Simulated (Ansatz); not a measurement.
Relaxation of C2H5AlN2 (10 atoms, charge 0, multiplicity 1), to a largest force component of 0.02 eV/Å in at most 50 steps.

These are results of RKS PBE-D4/def2-SVP (Ansatz 0.2.0), not measurements.

```xyz
10
Properties=species:S:1:pos:R:3
N 1.913 -0.984 -2.073
C 0.963 -0.705 -1.040
C 0.160 -0.496 -0.152
Al -0.980 -0.156 1.308
N -1.928 1.519 1.431
H 2.231 -1.887 -2.251
H 2.195 -0.151 -2.697
H -2.795 0.950 1.513
H -1.612 1.973 2.390
H -1.555 2.125 0.701
```

Q: Where does it end, and by what steps?

A: The forces met the threshold. The force dipped under the threshold on the way, but the program's further checks kept it going. After 29 steps the energy has fallen by 1.809 eV; H9 moved furthest, 1.25 Å.

```json
{"step": "0", "energy less start (eV)": "0.0000", "largest force component (eV/Å)": "5.078", "accepted": "yes"}
{"step": "2", "energy less start (eV)": "-1.6384", "largest force component (eV/Å)": "0.590", "accepted": "yes"}
{"step": "4", "energy less start (eV)": "-1.7672", "largest force component (eV/Å)": "0.314", "accepted": "yes"}
{"step": "6", "energy less start (eV)": "-1.7828", "largest force component (eV/Å)": "0.118", "accepted": "yes"}
{"step": "8", "energy less start (eV)": "-1.7882", "largest force component (eV/Å)": "0.097", "accepted": "yes"}
{"step": "10", "energy less start (eV)": "-1.7890", "largest force component (eV/Å)": "0.117", "accepted": "yes"}
{"step": "12", "energy less start (eV)": "-1.7921", "largest force component (eV/Å)": "0.044", "accepted": "yes"}
{"step": "14", "energy less start (eV)": "-1.7833", "largest force component (eV/Å)": "0.592", "accepted": "no"}
{"step": "16", "energy less start (eV)": "-1.7957", "largest force component (eV/Å)": "0.291", "accepted": "yes"}
{"step": "18", "energy less start (eV)": "-1.8029", "largest force component (eV/Å)": "0.131", "accepted": "yes"}
{"step": "20", "energy less start (eV)": "-1.8027", "largest force component (eV/Å)": "0.374", "accepted": "no"}
{"step": "22", "energy less start (eV)": "-1.8049", "largest force component (eV/Å)": "0.193", "accepted": "yes"}
{"step": "24", "energy less start (eV)": "-1.8082", "largest force component (eV/Å)": "0.005", "accepted": "yes"}
{"step": "26", "energy less start (eV)": "-1.8087", "largest force component (eV/Å)": "0.052", "accepted": "yes"}
{"step": "28", "energy less start (eV)": "-1.8091", "largest force component (eV/Å)": "0.026", "accepted": "yes"}
{"step": "29", "energy less start (eV)": "-1.8092", "largest force component (eV/Å)": "0.004", "accepted": "yes"}
```

```xyz
10
Properties=species:S:1:pos:R:3
N 1.891 -0.617 -1.748
C 0.906 -0.588 -0.835
C 0.028 -0.577 0.055
Al -1.281 -0.886 1.498
N -1.726 1.294 1.238
H 2.180 -1.536 -2.097
H 1.893 0.106 -2.472
H -2.459 1.697 1.836
H -0.856 1.824 1.399
H -1.984 1.469 0.255
```

Time of the run: 30 s on 2 threads of Intel(R) Xeon(R) 6975P-C (Granite Rapids) (shared host), peak memory 0.16 GiB.
